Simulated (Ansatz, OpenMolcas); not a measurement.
## From Ansatz to OpenMolcas

This Ansatz 0.2.0 job computes SiBrCl3 (bromotrichlorosilane):

input.yaml:
```yaml
crystal:
  periodic: [false, false, false]
  atoms:
    - {symbol: Cl, position_ang: [-0.852900, -0.217700, 1.821600]}
    - {symbol: Si, position_ang: [0.003400, -0.042600, -0.003200]}
    - {symbol: Cl, position_ang: [1.690500, -1.158200, -0.059200]}
    - {symbol: Cl, position_ang: [-1.285700, -0.709700, -1.412800]}
    - {symbol: Br, position_ang: [0.494400, 2.054400, -0.387900]}
basis:
  gaussian:
    orbitals: cc-pVDZ
hamiltonian:
  xc: {name: PBE0}
accuracy: high
output:
  orbitals: {seedname: orbitals}
```

```bash
$ ansatz run input.yaml --threads 1 --pin off --max-ram 3480MiB --events-out events.jsonl --progress --plain --runs-dir runs
```

The coordinates come from a PBE0-D4/def2-TZVP relaxation.

It gives a total energy of -4243.560597 Eh.

**Question.** Translate the job to OpenMolcas 26.06 as an input file of the program's own, asking for the gradient.

**Answer.** One way, which was run:

test.input:
```
&GATEWAY
BasLib
$CurrDir
Coord
5
bohr
Cl    -1.61174741    -0.41139338     3.44232511
Si     0.00642507    -0.08050233    -0.00604712
Cl     3.19458201    -2.18868080    -0.11187179
Cl    -2.42962088    -1.34113863    -2.66980507
Br     0.93428060     3.88225335    -0.73302476
Basis
cc-pVDZ
Group
NoSym
&SEWARD
GridInput
Grid=UltraFine
End of Grid
&SCF
KSDFT
PBE0
Thresholds
1e-10 1e-07 1e-07 1e-05
PrOrbitals
1 1
&ALASKA
```

```bash
$ export MOLCAS_MEM=1860
$ pymolcas test.input > test.log
```

(Basis files named in the input come from the Basis Set Exchange and aren't shown.)

Its energy is -4243.560590 Eh, 0.007 mEh from the first.
